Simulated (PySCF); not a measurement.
M06 on Pt⁻ (platinum, charge -1), [Xe] 4f14 5d9 6s2, 2D determinant. All numbers are calculated (PySCF 2.14, scalar relativity through the core potential, in aug-cc-pVTZ-PP with one added diffuse shell each of s, p, d, f, g type with ECP60MDF (7s7p6d4f3g, 113 functions)).

```
cycle= 1 E= -119.454654662109  delta_E= -0.0156  |g|= 0.0634  |ddm|= 0.546
cycle= 2 E= -119.452522231324  delta_E= 0.00213  |g|= 0.103  |ddm|= 0.27
cycle= 3 E= -119.456695139393  delta_E= -0.00417  |g|= 0.00423  |ddm|= 0.072
cycle= 4 E= -119.456708941076  delta_E= -1.38e-05  |g|= 0.000978  |ddm|= 0.0266
cycle= 5 E= -119.456710365903  delta_E= -1.42e-06  |g|= 0.000126  |ddm|= 0.00633
cycle= 6 E= -119.456710397237  delta_E= -3.13e-08  |g|= 4.44e-05  |ddm|= 0.00121
cycle= 7 E= -119.456710400773  delta_E= -3.54e-09  |g|= 1.48e-05  |ddm|= 0.000344
cycle= 8 E= -119.456710401117  delta_E= -3.44e-10  |g|= 1.5e-06  |ddm|= 7.37e-05
converged SCF energy = -119.456710401117  <S^2> = 0.75421673  2S+1 = 2.0042123
```

Highest occupied orbital energy: 0.016 eV; ⟨L²⟩ = 6.02; populations by l: s 4.00, p 6.00, d 9.00, f 0.00.

**Question.** Can this result be used?

**Answer.** With care. The calculation finished and met its thresholds. Energies and moments cover only the electrons outside the core potential. Spin-orbit coupling, absent here, splits the open shell strongly. At M06 the highest occupied level has a positive energy, so only the finite basis holds that electron; in a semilocal or global hybrid functional this comes from self-interaction and does not mean that the real anion is unbound.
